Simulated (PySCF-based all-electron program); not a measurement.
# Bond force of HI, singlet

Calculated with an in-house all-electron program built on PySCF, in large uncontracted Gaussian sets near the basis limit; Koelling–Harmon scalar relativity, no spin–orbit coupling, spin-restricted. Forces are good to about 0.004 eV/Å. A positive force pushes the atoms apart.

```
 r (Å)  PBE (eV/Å)  r2SCAN (eV/Å)
1.4483       4.983              ?
1.6092       0.291              ?
1.7701      -1.961              ?
```

(1) Fill in the missing r2SCAN forces.

(2) Between which listed lengths does the r2SCAN force vanish, and at which of the two is it smaller?

Answers

(1) 1.4483 Å: 4.775 eV/Å; 1.6092 Å: 0.059 eV/Å; 1.7701 Å: -2.196 eV/Å.

(2) Between 1.609 and 1.770 Å. The force is smaller at 1.609 Å.
